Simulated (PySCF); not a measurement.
## Two-component Hartree-Fock for Er⁶⁷⁺ (erbium, charge +67)

Start: 1s1; 1s1/2 filled at m_j = +1/2. Calculated with PySCF 2.14 in an uncontracted even-tempered set (15 s from 210 bohr⁻², ratio 2.4; 11 p from 270 bohr⁻², ratio 2.4; 3 d from 830 bohr⁻², ratio 2.6; 3 f from 1200 bohr⁻², ratio 2.6): generalised Hartree-Fock with the X2C-1e Hamiltonian and a Gaussian nucleus; one run each with spin-orbit coupling (SO) switched off, then screened by Boettger's factors.

| spinor shell | electrons | ε, spin-free (eV) | ε, screened SO (eV) | weight of nominal j (screened SO) | rms radius, screened SO (bohr) |
| --- | --- | --- | --- | --- | --- |
| 1s1/2 | 1 | -67335.9 | -67335.9 | 1.000 | 0.0228 |

```
   quantity    spin-free  screened SO
E (hartree)  -2474.55025  -2474.55025
        M_J          1/2          1/2
       ⟨J²⟩        0.750        0.750
       ⟨L²⟩        0.000        0.000
       ⟨S²⟩        0.750        0.750
```

Breit and QED terms are absent; they matter most for the inner s and p1/2 levels.

Densities and radii are taken from the X2C orbitals without a picture-change correction, which distorts them close to the nucleus.

Without spin-orbit coupling the j labels of p, d and f shells carry no meaning; the spin-free column gives the mean over the occupied spinors of each nl shell.
